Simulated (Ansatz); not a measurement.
Start from `CC1=CC1` and change one atom or group to get `[SiH3]OC1=CC1`.

Ansatz, PBE0-D4/def2-TZVP geometries, multiplicity 1. Each molecule was computed in one conformer, which needn't be the lowest.

| property | `CC1=CC1` |
| --- | --- |
| size of the dipole moment (PBE/def2-TZVPP) / D | 0.95 |
| HOMO energy (PBE/def2-TZVPP) / eV | -5.69 |
| HOMO–LUMO gap (ωB97M-V/def2-TZVPP) / eV | 11.71 |
| HOMO energy (B3LYP/def2-TZVPP) / eV | -6.62 |
| HOMO energy (ωB97M-V/def2-TZVPP) / eV | -9.04 |
| LUMO energy (B3LYP/def2-TZVPP) / eV | 0.28 |

What does the change do to each property? (Estimate.)

Ansatz gave: 
```tsv
property	`[SiH3]OC1=CC1`	shift
size of the dipole moment (PBE/def2-TZVPP) / D	0.79	-0.16
HOMO energy (PBE/def2-TZVPP) / eV	-5.48	0.21
HOMO–LUMO gap (ωB97M-V/def2-TZVPP) / eV	10.50	-1.21
HOMO energy (B3LYP/def2-TZVPP) / eV	-6.43	0.19
HOMO energy (ωB97M-V/def2-TZVPP) / eV	-8.85	0.19
LUMO energy (B3LYP/def2-TZVPP) / eV	-0.24	-0.52
```

With PBE0 the HOMO rises by 0.19 eV and the LUMO falls by 0.56 eV, so the gap narrows by about 0.75 eV. PBE moves the HOMO by 0.21 eV and ωB97M-V by 0.19 eV. Dipoles are sizes alone; their direction can turn.

B3LYP here is the variant with VWN-RPA as its local correlation; programs differ in this.
